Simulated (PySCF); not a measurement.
Simulation results for AlBFH2, CH4BN, AlBH2N, AlF2 and others

All values are calculated (PySCF 2.14.0). Calculation on a computer-drawn molecule: optimised geometry and harmonic frequencies of an isolated molecule of the commonest isotopes, restricted reference for singlets and unrestricted otherwise, frozen core in MP2.

(1) AlBFH2

Start structure:
```xyz
5
AlBFH2
F     -1.4950     0.0340     1.7380
B     -1.3129    -0.4743     0.5123
Al     0.4227     0.0998    -0.6545
H     -2.1236    -1.3024     0.1741
H      0.3737     1.2699    -1.7343
```

```
charge                                        : 0
multiplicity                                  : 2
method                                        : MP2
basis                                         : cc-pV(D+d)Z
rotational constants                          : 48.06, 4.257, 4.011 GHz
total energy                                  : -367.5083 hartree
spin squared                                  : 0.7779
convergence status largest gradient component : 1.045e-05 hartree/bohr
```

Drawn bonds:
| atom | other atom | order |
| --- | --- | --- |
| 1 | 2 | 1 |
| 2 | 3 | 1 |
| 2 | 4 | 1 |
| 3 | 5 | 1 |

Optimised structure:
```xyz
5
AlBFH2
F     -1.4997     0.0289     1.7592
B     -1.3143    -0.4679     0.5157
Al     0.4071     0.1064    -0.6592
H     -2.1196    -1.3093     0.1674
H      0.3914     1.2688    -1.7474
```

Modes:
| frequency (cm⁻¹) | reduced mass (dalton) |
| --- | --- |
| 181.8 | 1.692 |
| 248.6 | 2.826 |
| 385.6 | 1.078 |
| 509.6 | 4.441 |
| 780.9 | 1.567 |
| 1106 | 1.386 |
| 1237 | 5.17 |
| 1915 | 1.045 |
| 2595 | 1.089 |

(2) CH4BN

Start structure:
```xyz
7
CH4BN
C     -2.4749     0.9336    -0.9897
B     -3.0845    -0.4082    -0.5058
N     -3.5677    -1.4719    -0.1222
H     -3.0836     1.3673    -1.7856
H     -2.4232     1.6506    -0.1681
H     -1.4651     0.7801    -1.3751
H     -3.9543    -2.3229     0.1847
```

```
charge                                        : 0
multiplicity                                  : 1
method                                        : MP2
basis                                         : cc-pVDZ
rotational constants                          : 157.5, 7.351, 7.351 GHz
total energy                                  : -119.7486 hartree
convergence status largest gradient component : 3.649e-05 hartree/bohr
```

Drawn bonds:
| atom | other atom | order |
| --- | --- | --- |
| 1 | 2 | 1 |
| 2 | 3 | 2 |
| 1 | 4 | 1 |
| 1 | 5 | 1 |
| 1 | 6 | 1 |
| 3 | 7 | 1 |

Optimised structure:
```xyz
7
CH4BN
C     -2.4715     0.9413    -0.9925
B     -3.0826    -0.4039    -0.5074
N     -3.5761    -1.4903    -0.1156
H     -3.0840     1.3809    -1.7958
H     -2.4182     1.6666    -0.1650
H     -1.4522     0.7889    -1.3819
H     -3.9689    -2.3550     0.1963
```

Modes:
| frequency (cm⁻¹) | reduced mass (dalton) |
| --- | --- |
| 302.9 | 3.723 |
| 302.9 | 3.723 |
| 425.8 | 1.094 |
| 426 | 1.094 |
| 824.3 | 3.735 |
| 908.9 | 1.461 |
| 909 | 1.461 |
| 1330 | 1.271 |
| 1462 | 1.043 |
| 1462 | 1.043 |
| 1979 | 8.005 |
| 3102 | 1.037 |
| 3202 | 1.101 |
| 3202 | 1.101 |
| 3893 | 1.101 |

(3) AlBH2N

Start structure:
```xyz
5
AlBH2N
N     -1.7504     1.7534     1.1086
B     -1.9934     0.5132     1.0494
Al    -2.0607    -1.5768     1.0306
H     -1.6271     2.7112     1.2169
H     -3.1398    -2.1548    -0.0334
```

```
charge                                        : 0
multiplicity                                  : 2
method                                        : HF
basis                                         : cc-pV(D+d)Z
rotational constants                          : 280.1, 4.012, 3.955 GHz
total energy                                  : -322.1906 hartree
spin squared                                  : 0.755
convergence status largest gradient component : 1.249e-05 hartree/bohr
```

Drawn bonds:
| atom | other atom | order |
| --- | --- | --- |
| 1 | 2 | 2 |
| 2 | 3 | 1 |
| 1 | 4 | 1 |
| 3 | 5 | 1 |

Optimised structure:
```xyz
5
AlBH2N
N     -1.7579     1.7603     1.1436
B     -1.9123     0.5396     1.0648
Al    -2.1155    -1.5756     0.9953
H     -1.6418     2.7377     1.1989
H     -3.1438    -2.2159    -0.0305
```

Modes:
| frequency (cm⁻¹) | reduced mass (dalton) |
| --- | --- |
| 241.4 | 5.282 |
| 243.4 | 3.203 |
| 466 | 9.252 |
| 526.6 | 1.23 |
| 581.4 | 1.235 |
| 614.3 | 1.275 |
| 1945 | 1.054 |
| 2035 | 7.197 |
| 4078 | 1.102 |

(4) AlF2

Start structure:
```xyz
3
AlF2
F     -1.0016    -2.1195     0.0758
Al    -2.0302    -0.9918    -0.3805
F     -3.0589     0.1359    -0.8369
```

```
charge                                        : 1
multiplicity                                  : 1
method                                        : MP2
basis                                         : cc-pV(D+d)Z
rotational constants                          : 5.055, 5.055 GHz
total energy                                  : -441.0325 hartree
convergence status largest gradient component : 4.3e-06 hartree/bohr
```

Drawn bonds:
| atom | other atom | order |
| --- | --- | --- |
| 1 | 2 | 1 |
| 2 | 3 | 1 |

Optimised structure:
```xyz
3
AlF2
F     -0.9829    -2.1400     0.0841
Al    -2.0302    -0.9918    -0.3805
F     -3.0775     0.1564    -0.8452
```

Modes:
| frequency (cm⁻¹) | reduced mass (dalton) |
| --- | --- |
| 174.1 | 22.97 |
| 174.2 | 22.97 |
| 718.2 | 19 |
| 1103 | 22.97 |

(5) CH4BO

Start structure:
```xyz
7
CH4BO
B     -0.4291     1.3648     0.9894
C      0.4512     0.0818     0.8826
O      1.6013     0.1142     0.1359
H     -0.1066     2.3547     0.4290
H     -1.3371     1.2963     1.5771
H      0.2055    -0.8223     1.3685
H      2.0281    -0.8007     0.1601
```

```
charge                                        : 0
multiplicity                                  : 2
method                                        : HF
basis                                         : cc-pVDZ
rotational constants                          : 57.4, 9.72, 8.312 GHz
total energy                                  : -139.7002 hartree
spin squared                                  : 0.757
convergence status largest gradient component : 2.374e-05 hartree/bohr
```

Drawn bonds:
| atom | other atom | order |
| --- | --- | --- |
| 1 | 2 | 1 |
| 2 | 3 | 1 |
| 1 | 4 | 1 |
| 1 | 5 | 1 |
| 2 | 6 | 1 |
| 3 | 7 | 1 |

Optimised structure:
```xyz
7
CH4BO
B     -0.3946     1.3461     0.9695
C      0.4608     0.0993     0.8646
O      1.5900     0.0891     0.1437
H     -0.0733     2.3535     0.4047
H     -1.3965     1.3001     1.6287
H      0.2187    -0.8411     1.3550
H      2.0082    -0.7582     0.1763
```

Modes:
| frequency (cm⁻¹) | reduced mass (dalton) |
| --- | --- |
| 407.2 | 2.231 |
| 428.2 | 1.177 |
| 450.3 | 1.17 |
| 755.4 | 1.287 |
| 881.1 | 1.786 |
| 1009 | 1.392 |
| 1043 | 1.997 |
| 1292 | 1.31 |
| 1345 | 1.198 |
| 1397 | 2.008 |
| 1627 | 2.105 |
| 2679 | 1.058 |
| 2753 | 1.129 |
| 3287 | 1.089 |
| 4153 | 1.067 |

(6) CH7BOSi

Start structure:
```xyz
11
CH7BOSi
B     -0.7056    -1.1135    -2.0377
C      0.4847    -0.3549    -1.3124
O      0.7263    -0.8441    -0.0597
Si    -0.1034     1.4396    -1.1235
H     -1.4479    -1.6555    -1.4387
H     -0.8183    -0.9225    -3.1916
H      1.4017    -0.3313    -1.9539
H      1.5198    -0.3337     0.3473
H      0.8946     2.2146    -0.4855
H     -1.2810     1.5011    -0.3177
H     -0.4119     2.1051    -2.4400
```

```
charge                                        : 0
multiplicity                                  : 1
method                                        : HF
basis                                         : cc-pV(D+d)Z
rotational constants                          : 8.022, 4.399, 3.146 GHz
total energy                                  : -430.3956 hartree
convergence status largest gradient component : 2.369e-05 hartree/bohr
```

Drawn bonds:
| atom | other atom | order |
| --- | --- | --- |
| 1 | 2 | 1 |
| 2 | 3 | 1 |
| 2 | 4 | 1 |
| 1 | 5 | 1 |
| 1 | 6 | 1 |
| 2 | 7 | 1 |
| 3 | 8 | 1 |
| 4 | 9 | 1 |
| 4 | 10 | 1 |
| 4 | 11 | 1 |

Optimised structure:
```xyz
11
CH7BOSi
B     -0.7018    -1.1379    -2.0019
C      0.4304    -0.3129    -1.3197
O      0.7806    -0.8357    -0.0465
Si    -0.1013     1.5187    -1.1467
H     -1.2801    -2.0083    -1.4184
H     -1.0127    -0.8598    -3.1286
H      1.2922    -0.3104    -2.0073
H      1.5168    -0.3582     0.3054
H      0.9248     2.1977    -0.3176
H     -1.4094     1.6329    -0.4622
H     -0.1804     2.1789    -2.4700
```

Modes:
| frequency (cm⁻¹) | reduced mass (dalton) |
| --- | --- |
| 145.4 | 1.297 |
| 204.9 | 1.58 |
| 239.8 | 2.287 |
| 331.5 | 1.623 |
| 360.1 | 1.117 |
| 398.4 | 1.836 |
| 601.1 | 1.783 |
| 657.1 | 1.285 |
| 740 | 1.92 |
| 858.2 | 1.737 |
| 993.2 | 1.302 |
| 1015 | 1.123 |
| 1026 | 1.067 |
| 1031 | 1.065 |
| 1049 | 1.849 |
| 1163 | 1.511 |
| 1189 | 2.589 |
| 1321 | 1.277 |
| 1339 | 1.192 |
| 1480 | 1.422 |
| 2297 | 1.044 |
| 2315 | 1.051 |
| 2319 | 1.025 |
| 2679 | 1.058 |
| 2764 | 1.125 |
| 3103 | 1.081 |
| 4141 | 1.067 |

(7) CH3BClN

Start structure:
```xyz
7
CH3BClN
N     -0.6364     0.5311    -0.2616
C      0.4073     1.0911    -1.0535
B      0.3931     2.0008    -2.1013
Cl     0.4458     3.0361    -3.4550
H     -1.5309     0.9201    -0.4986
H     -0.4818     0.7263     0.7134
H      1.3944     0.6845    -0.8370
```

```
charge                                        : 0
multiplicity                                  : 1
method                                        : MP2
basis                                         : cc-pV(D+d)Z
rotational constants                          : 49.91, 2.192, 2.112 GHz
total energy                                  : -578.7337 hartree
convergence status largest gradient component : 2.629e-05 hartree/bohr
```

Drawn bonds:
| atom | other atom | order |
| --- | --- | --- |
| 1 | 2 | 1 |
| 2 | 3 | 2 |
| 3 | 4 | 1 |
| 1 | 5 | 1 |
| 1 | 6 | 1 |
| 2 | 7 | 1 |

Optimised structure:
```xyz
7
CH3BClN
N     -0.6419     0.4987    -0.2573
C      0.4075     1.0869    -1.0477
B      0.3927     2.0248    -2.1015
Cl     0.4478     3.0364    -3.4681
H     -1.5364     0.9277    -0.5013
H     -0.4900     0.7359     0.7273
H      1.4118     0.6797    -0.8450
```

Modes:
| frequency (cm⁻¹) | reduced mass (dalton) |
| --- | --- |
| 119.7 | 3.309 |
| 203.3 | 2.608 |
| 260.8 | 1.985 |
| 490.8 | 7.202 |
| 609.5 | 1.361 |
| 653 | 6.028 |
| 899.1 | 1.507 |
| 1115 | 1.099 |
| 1139 | 3.761 |
| 1313 | 1.283 |
| 1643 | 1.156 |
| 1690 | 5.284 |
| 3158 | 1.082 |
| 3501 | 1.053 |
| 3610 | 1.09 |

(8) AlFH4N2

Start structure:
```xyz
8
AlFH4N2
N     -0.1765    -2.7905    -0.4439
Al     0.6940    -3.3067     1.0290
N      1.3306    -2.2051     2.2686
F      0.9042    -4.9125     1.2114
H     -0.4345    -1.8253    -0.7229
H     -0.5579    -3.4628    -1.1621
H      1.2605    -1.1584     2.3201
H      1.8189    -2.4837     3.1319
```

```
charge                                        : 0
multiplicity                                  : 1
method                                        : HF
basis                                         : cc-pV(D+d)Z
rotational constants                          : 6.529, 5.936, 3.109 GHz
total energy                                  : -452.7573 hartree
convergence status largest gradient component : 2.779e-05 hartree/bohr
```

Drawn bonds:
| atom | other atom | order |
| --- | --- | --- |
| 1 | 2 | 1 |
| 2 | 3 | 1 |
| 2 | 4 | 1 |
| 1 | 5 | 1 |
| 1 | 6 | 1 |
| 3 | 7 | 1 |
| 3 | 8 | 1 |

Optimised structure:
```xyz
8
AlFH4N2
N     -0.1763    -2.7826    -0.4153
Al     0.6840    -3.2940     1.0244
N      1.3033    -2.2031     2.2495
F      0.9284    -4.9171     1.2420
H     -0.3905    -1.8371    -0.6673
H     -0.5293    -3.4082    -1.1140
H      1.2250    -1.2046     2.2414
H      1.7947    -2.4983     3.0715
```

Modes:
| frequency (cm⁻¹) | reduced mass (dalton) |
| --- | --- |
| 206.2 | 2.695 |
| 236.5 | 4.957 |
| 267.7 | 1.008 |
| 300 | 5.974 |
| 372.1 | 1.249 |
| 384.8 | 1.071 |
| 403.2 | 1.257 |
| 660.2 | 1.267 |
| 696.4 | 6.632 |
| 726.6 | 1.468 |
| 933.7 | 7.855 |
| 942.9 | 7.209 |
| 1669 | 1.116 |
| 1677 | 1.106 |
| 3788 | 1.052 |
| 3789 | 1.052 |
| 3871 | 1.094 |
| 3871 | 1.094 |

(9) B3H4N

Start structure:
```xyz
8
B3H4N
B     -1.1972     2.7662    -1.1819
N     -0.5710     1.8032    -1.5034
B      0.1844     0.6415    -1.6955
B      1.2934    -0.0836    -0.6318
H     -1.9259     3.6844    -1.0069
H      0.1833     0.2337    -2.8534
H      2.3777     0.2723    -0.4618
H      0.9009    -0.9070     0.0882
```

```
charge                                        : 0
multiplicity                                  : 1
method                                        : HF
basis                                         : cc-pVDZ
rotational constants                          : 34, 4.361, 3.994 GHz
total energy                                  : -130.8372 hartree
convergence status largest gradient component : 3.436e-05 hartree/bohr
```

Drawn bonds:
| atom | other atom | order |
| --- | --- | --- |
| 1 | 2 | 2 |
| 2 | 3 | 1 |
| 3 | 4 | 1 |
| 1 | 5 | 1 |
| 3 | 6 | 1 |
| 4 | 7 | 1 |
| 4 | 8 | 1 |

Optimised structure:
```xyz
8
B3H4N
B     -1.2525     2.7756    -1.2069
N     -0.5581     1.7832    -1.4780
B      0.2404     0.6503    -1.7701
B      1.2598    -0.0535    -0.6032
H     -1.9092     3.7122    -0.9549
H      0.1808     0.1867    -2.8853
H      2.4056     0.2925    -0.4699
H      0.8787    -0.9364     0.1218
```

Modes:
| frequency (cm⁻¹) | reduced mass (dalton) |
| --- | --- |
| 146.8 | 2.981 |
| 185.2 | 2.07 |
| 301.7 | 1.32 |
| 350.3 | 3.464 |
| 503.4 | 1.116 |
| 757.8 | 2.654 |
| 794.2 | 1.36 |
| 839.9 | 1.359 |
| 961 | 1.739 |
| 1023 | 1.66 |
| 1039 | 1.81 |
| 1229 | 1.403 |
| 1313 | 1.812 |
| 2020 | 5.427 |
| 2624 | 1.084 |
| 2654 | 1.063 |
| 2711 | 1.121 |
| 2993 | 1.197 |

(10) Al2O2

Start structure:
```xyz
4
Al2O2
O      2.9580     0.3184    -0.2539
Al     2.8231     1.3883     0.8604
O      2.7876     2.6006     2.0615
Al     2.7121     3.7345     3.2738
```

```
charge                                        : 0
multiplicity                                  : 1
method                                        : HF
basis                                         : cc-pV(D+d)Z
rotational constants                          : 1.736, 1.736 GHz
total energy                                  : -633.6566 hartree
convergence status largest gradient component : 4.029e-06 hartree/bohr
```

Drawn bonds:
| atom | other atom | order |
| --- | --- | --- |
| 1 | 2 | 2 |
| 2 | 3 | 1 |
| 3 | 4 | 1 |

Optimised structure:
```xyz
4
Al2O2
O      2.9343     0.3127    -0.2604
Al     2.8606     1.4094     0.8673
O      2.7831     2.5623     2.0531
Al     2.7028     3.7574     3.2818
```

Modes:
| frequency (cm⁻¹) | reduced mass (dalton) |
| --- | --- |
| 88.78 | 18.07 |
| 88.78 | 18.07 |
| 274.6 | 20.02 |
| 274.6 | 20.02 |
| 484 | 23.48 |
| 996.4 | 16.66 |
| 1269 | 19.99 |
